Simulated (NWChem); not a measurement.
System: ZrH₂Br₂; SMILES [Br][ZrH2][Br]

Input file for NWChem:

```
start job
memory heap 200 mb stack 900 mb global 1100 mb
geometry units angstroms
  Zr    -0.900465    -0.279715    -0.516101
  Br     1.313647     0.669672    -1.327788
  Br    -0.246045    -0.338037     1.939676
  H     -1.002669    -1.965126    -1.084675
  H     -2.133894     0.990799    -0.713022
end
basis spherical
  * library def2-svp
end
ecp
  Zr library def2-ecp
end
dft
  xc pbe0
  iterations 150
end
driver
  maxiter 120
end
task dft optimize
dft
  grid fine
  convergence energy 1d-8 density 1d-7
end
task dft freq numerical
```

This build's default masses of Se (78.918 u) and Br (79.917 u) are each other's, which moves their modes by up to 0.6 %. def2 effective core potentials on Zr; no spin-orbit coupling.

The level has its own optimisation; frequencies are unscaled.

Question: Give the results of this calculation. (PBE0/def2-SVP with def2 effective core potentials on Zr.) Quantities: r Br–Zr (Å); r H–Zr (Å); highest harmonic frequency (cm⁻¹); lowest (cm⁻¹); zero-point energy (kcal/mol).

Answer: 
* **r Br–Zr (Å)**: 2.472
* **r H–Zr (Å)**: 1.832
* **highest harmonic frequency (cm⁻¹)**: 1757
* **lowest (cm⁻¹)**: 60
* **zero-point energy (kcal/mol)**: 8.4
